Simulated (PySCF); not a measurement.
## Orbital picture of CsBr

PBEsol at R = 3.139 Å; PySCF, scalar-relativistic core potentials, basis sets Cs def2-SVP with ECP46, Br def2-SVP. State: ¹Σ⁺ (singlet), closed shell. Only the outer orbitals are listed, counted within each symmetry, core potentials removing the inner ones.

```tsv
orbital	occ.	ε (eV)	on Cs (%)	main shells (%)
7σ	2	-27.02	100	100 Cs s
8σ	2	-15.54	8	92 Br s
4π	2	-13.67	100	100 Cs p
4π	2	-13.67	100	100 Cs p
9σ	2	-13.32	92	92 Cs p
10σ	2	-4.50	11	89 Br p
5π	2	-4.32	6	94 Br p
5π	2	-4.32	6	94 Br p
11σ	0	-1.63	98	87 Cs s, 10 Cs p
6π	0	-0.35	100	82 Cs p, 18 Cs d
6π	0	-0.35	100	82 Cs p, 18 Cs d
```

Q: Which are the highest filled and the lowest empty level, where do they sit, and how wide is the gap?

A: Highest filled 5π at -4.32 eV (in %: 94 Br p); lowest empty 11σ at -1.63 eV (in %: 87 Cs s, 10 Cs p); the gap at PBEsol is 2.69 eV.

| Property | Result |
| --- | --- |
| bond order (Mayer) | 0.86 |
| ⟨S²⟩ | 0.000 |
| charge on Cs (Mulliken, basis-dependent) | 0.54 |
| charge on Cs (Löwdin, basis-dependent) | 0.33 |
| dipole moment (positive dipole means Cs(−)Br(+)) | -10.29 D |

Spin–orbit coupling is left out.
